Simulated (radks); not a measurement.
Values are calculated unless marked as measured or tabulated.
Fractional charge and spin in the 6s shell of gadolinium: the spin-up occupation runs from 0 to 1 and the spin-down occupation from 0 to 1; the fullest corner is Gd, [Xe] 4f(up 3.5, down 3.5) 5d(up 0.5, down 0.5) 6s(up 1, down 1). Level of theory: scalar-relativistic Kohn-Sham, PBE, spin-polarised, spherical densities, finite nucleus; Fermi nuclear charge, rms radius of each element as measured or else 0.836 A^(1/3) + 0.57 fm (a radial shooting solver on a logarithmic mesh with Libxc functionals). Energy (eV) minus the two flat planes that join the four corners (they meet along the diagonal where the two added fractions sum to one electron); zero is where a piecewise linear energy would lie.

down \ up       0    0.25     0.5    0.75       1
0           0.000  -0.512  -0.677  -0.504   0.000
0.25       -0.512  -0.629  -0.411   0.135  -0.452
0.5        -0.677  -0.411   0.181  -0.364  -0.596
0.75       -0.504   0.135  -0.364  -0.554  -0.443
1           0.000  -0.452  -0.596  -0.443   0.000

Corners above the fullest one (they belong to Gd+ and the next ion): (up 1, down 0) 6.464 eV, (up 0, down 1) 6.464 eV, (up 0, down 0) 18.743 eV. With half an added electron in each spin the energy lies 0.181 eV from the planes, and with half an added electron in spin up alone -0.677 eV. The planes are only a guide here: the flat-plane condition holds for ground states with one frontier orbital, while this shell lies below other occupied shells, so the corners above the fullest one are inner-hole states and not the ground states of those ions.
